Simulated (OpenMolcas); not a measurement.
V2+, Nb2+, Ta2+: d³ down the group

```
Program             : OpenMolcas
Method              : SS-CASPT2, IPEA 0.25 Eh, imaginary shift 0.1 Eh
Basis               : ANO-R2
Scalar Hamiltonian  : X2C, finite nucleus
Spin-orbit coupling : RASSI with atomic mean-field integrals over the reference wave functions, term energies averaged over their components
```

Active space for each ion: 3 electrons in 5 orbitals (d); closed shells correlated by CASPT2: V2+ 3s 3p; Nb2+ 4s 4p; Ta2+ 5s 5p.

Computed levels in cm-1 above ⁴F_3/2:

```csv
Level,V2+,Nb2+,Ta2+
⁴F_5/2,152,513,2620
⁴F_7/2,359,1172,5120
⁴F_9/2,620,1934,7170
²G_7/2,11760,9490,12480
²G_9/2,11990,10020,19330
⁴P_1/2,12060,9130,10860
⁴P_5/2,12300,9940,14560
²D_5/2(1),16460,13690,18800
²P_1/2,16520,12510,16530
weight of ⁴F in the lowest level (%),100,99,90
```

Mixed levels, with the weight of the term that names them: Ta2+ ²G_9/2 (50 %), Ta2+ ⁴P_1/2 (70 %), Ta2+ ²P_1/2 (70 %).

Measured, with the error of the calculation in %. Measured levels: V2+ from Sugar and Corliss, J. Phys. Chem. Ref. Data 7, 1191 (1978); Nb2+ from the list in Shadmi, J. Res. Natl. Bur. Stand. 70A, 435 (1966).

```
    Level           V2+          Nb2+
   ⁴F_5/2    146 (+4.1)    516 (-0.5)
   ⁴F_7/2    342 (+5.2)   1177 (-0.4)
   ⁴F_9/2    584 (+6.1)   1939 (-0.2)
   ²G_7/2  11966 (-1.7)   9236 (+2.7)
   ²G_9/2  12187 (-1.6)   9804 (+2.2)
   ⁴P_1/2  11514 (+4.7)   8664 (+5.3)
   ⁴P_5/2  11770 (+4.5)   9594 (+3.6)
²D_5/2(1)  16375 (+0.5)  13094 (+4.6)
   ²P_1/2  15580 (+6.0)
```

The fine-structure level ⁴F_9/2 changes by a factor of 11.6 from V2+ to Ta2+.

Without spin-orbit coupling ²G lies 11530, 8690, 8220 cm-1 above ⁴F in that order; the difference to the level ²G_7/2, of either sign, comes from spin-orbit coupling, which also lowers the zero.

CASPT2 does not keep the components of a term degenerate, so their means are used; among the terms shown or strongly mixed into the levels shown the widest spread is 1700 cm-1 (5d³ ²H, Ta2+). The CASPT2 spread within a term exceeds the gap to the next term for 3d³ ²D(1) and 3d³ ²P, so the order of their levels is uncertain, and so are names and mixing where such terms share a J (figures for V2+; the like holds for Nb2+, Ta2+). Levels of configurations with an s electron are missing; early in the row they begin among the upper levels of the d shell and mix with terms of their name (holds for Nb2+). Configurations with an s electron lie low in 5d ions of this charge, fall among these levels and mix in, so low-spin terms can stand far too high, up to twice their true height, and weights are not those of the real levels (holds for Ta2+). Computed and measured levels are paired by configuration, term and J; levels that our copy of the source lacks, or whose pairing is in doubt (as where it misses far off the trend of its configuration), stay unpaired and out of the deviations. Only configurations of the active space appear.

A number in round brackets counts repeated terms of one configuration in the order of the reference energies.
